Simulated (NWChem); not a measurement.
# Correlation energy of fluoroethane (C2H5F)

```xyz
8

C     -1.1771     0.2668     0.0000
C      0.3188     0.4478     0.0000
F      0.9482    -0.7739     0.0000
H     -1.6835     1.2440     0.0000
H     -1.5017    -0.2907    -0.8912
H     -1.5017    -0.2907     0.8912
H      0.6514     1.0072     0.8922
H      0.6514     1.0072    -0.8922
```
Charge 0, spin multiplicity 1.

Program: NWChem. The geometry was optimised at PBE0/def2-SVP, a minimum by its harmonic frequencies.

Basis set: 6-311G**. Each correlation energy counts from its own Hartree-Fock reference.

The correlated methods keep 3 core orbitals frozen. The Pople sets run with spherical d functions. Coupled-cluster values serve here as a point of comparison, not as the truth.

```json
[
 {"method": "SCS-MP2", "correlation energy (mHa)": "-506.9"},
 {"method": "CCSD(T)", "correlation energy (mHa)": "-555.9"},
 {"method": "MP2", "correlation energy (mHa)": "[?]"},
 {"method": "CCSD", "correlation energy (mHa)": "[?]"},
 {"method": "CR-CCSD[T]", "correlation energy (mHa)": "[?]"},
 {"method": "CCSD+T(CCSD)", "correlation energy (mHa)": "[?]"},
 {"method": "CR-CCSD(T)", "correlation energy (mHa)": "-552.9"}
]
```

Fill in the missing entries.


- MP2, correlation energy (mHa): -510.2
- CCSD, correlation energy (mHa): -541.5
- CR-CCSD[T], correlation energy (mHa): -553.4
- CCSD+T(CCSD), correlation energy (mHa): -556.6
